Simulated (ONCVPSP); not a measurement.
**Pt (Z = 78): one change to an ONCV potential, before and after**

Pt (Z = 78), optimised norm-conserving Vanderbilt (ONCV), made with ONCVPSP 4.0.1 (PBE, scalar-relativistic). Core [Kr] 4d10, reference 4f14 5s2 5p6 5d9 (charge +1). Waves: 5s: rc 1.15 bohr, ncon 3, nbas 6, qcut 5.4 1/bohr, 1 projector; 5p: rc 1.25 bohr, ncon 3, nbas 7, qcut 6 1/bohr, 3 projectors, debl 0.9 Ha; 5d: rc 1.95 bohr, ncon 3, nbas 7, qcut 7.5 1/bohr, 2 projectors, debl 1.4 Ha; 4f: rc 0.50 bohr, ncon 4, nbas 8, qcut 21.6 1/bohr, 1 projector. Local part: polynomial inside 0.45 bohr (lpopt 5, dvloc0 0 Ha). Core correction: Teter function, fcfact 3.5, rcfact 1.7.

In the p channel the program set the typed energies aside and used -2.363, 0.250, 1.150 Ha.

Change: local potential polynomial inside 0.45 bohr (lpopt 5, dvloc0 6.5 Ha).

Cutoffs: the cutoffs (Ha) at which the residual kinetic energy of the hardest occupied pseudo-wave falls to 1 and 0.1 mHa per electron; they do not see the model core or the augmentation charge, which bear on the density cutoff. Errors are all-electron minus pseudo energies relative to the spin-unpolarised reference configuration.

Q: What does the change do?

A: Both files keep a bound ghost (d, p, s); the number of tests with a reliable result goes from 3 to 2; the range in which the s phases agree narrows (upper end 4.9 → 3.3).

| quantity | base | changed |
| --- | --- | --- |
| bound ghosts | s, p, d | s, p, d |
| GHOST(+) flags under 300 eV | none | none |
| largest miss of a reference level, eV | 0.05 | 0.05 |
| tests with a reliable result | 3 of 4 | 2 of 4 |
| error for 4f14 5s2 5p6 5d8, meV [ΔE 19.97 eV] | -2.4 | -6.0 |
| error for 4f14 5s2 5p6 5d7, meV [ΔE 52.18 eV] | -9.0 | -17 |
| s: phases at 1.17 bohr within 0.05 rad from the reference energy up to (Ha; the scan ends near 5) | 4.9 | 3.3 |
| p: phases at 1.27 bohr within 0.05 rad from the reference energy up to (Ha; the scan ends near 5) | to the end of the scan | to the end of the scan |
| d: phases at 1.98 bohr within 0.05 rad from the reference energy up to (Ha; the scan ends near 5) | to the end of the scan | to the end of the scan |
| f: phases at 0.51 bohr within 0.05 rad from the reference energy up to (Ha; the scan ends near 5) | to the end of the scan | to the end of the scan |
| rms error of d²Exc/dni dnj with the model core, mHa | 4.35 | 4.35 |

 A true bound ghost makes a file unfit for plane-wave use even where its test errors are small: the radial tests pick states by their node count and pass the ghost by.
